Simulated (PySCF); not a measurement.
CH₆AlFOSi. Atoms are numbered in the order given.

```xyz
11

Al    -0.3252     0.0707    -0.0258
F     -1.9528     0.3281    -0.3056
O      0.4916    -1.0678    -0.9660
C      0.2996    -1.9768    -2.0121
H      0.5572    -3.0000    -1.6850
H     -0.7435    -1.9895    -2.3785
H      0.9559    -1.7266    -2.8648
Si     0.8554     1.3184     1.6883
H      0.9981     2.7509     1.2844
H      2.2201     0.7565     1.9116
H      0.1089     1.2830     2.9822
```

Geometry: B3LYP-D3(BJ)/def2-SVP. The structure was generated by enumeration; whether it is a known compound was not checked. Other conformers were not sampled.

All values below come from KT2/pcSseg-1 run with PySCF.

GIAO shieldings, no solvent; atoms alike by connectivity are averaged. δ = σ(ref) − σ: ¹⁹F against CFCl3 (σ = 127.1 ppm); ¹⁷O against H2O (σ = 330.4 ppm); ¹³C against TMS (σ = 185.1 ppm); ¹H against TMS (σ = 31.47 ppm); ²⁹Si against TMS (σ = 361.9 ppm), references at their B3LYP-D3(BJ)/def2-TZVP geometries, non-relativistic.

Computed chemical shifts:
| nucleus | atoms | count | δ (ppm) |
|---|---|---|---|
| ¹⁹F | F2 | 1 | -156.0 |
| ¹⁷O | O3 | 1 | 66.3 |
| ¹³C | C4 | 1 | 59.1 |
| ¹H | H5, H6, H7 | 3 | 4.47 |
| ¹H | H9, H10, H11 | 3 | 3.37 |
| ²⁹Si | Si8 | 1 | -136.1 |
